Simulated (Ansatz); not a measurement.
Mulliken charges of `[F][Sn]([F])([F])[SeH]` from B3LYP/def2-TZVPP in Ansatz (PBE0-D4/def2-TZVP geometry).

| atom | x (Å) | y (Å) | z (Å) | charge (e) |
| --- | --- | --- | --- | --- |
| F1 | -0.672 | -0.947 | 1.660 | -0.448 |
| Sn2 | 0.276 | -0.419 | 0.109 | 1.431 |
| F3 | 2.080 | -0.904 | 0.407 | -0.451 |
| F4 | -0.370 | -1.603 | -1.218 | -0.448 |
| Se5 | 0.095 | 1.981 | -0.454 | -0.174 |
| H6 | -1.366 | 1.827 | -0.551 | 0.090 |

Problem. By hand: the dipole of these point charges (1 e Å = 4.8032 D).

Solution. Σ q r = (-0.216, 0.770, -0.196) e Å, of length 0.823 e Å = 3.95 D.

Problem. How does the dipole of the full density compare? (Estimate.)

Solution. The calculation gave: (-0.185, 0.732, -0.184) e Å, 3.73 D; the point charges give 1.06 times that, at 1° from its direction.

Point charges leave out the atoms' own dipoles, such as those of lone pairs, and Mulliken's split depends on the basis, so the close match here is no proof of good charges.

B3LYP here is the variant with VWN-RPA as its local correlation; programs differ in this.
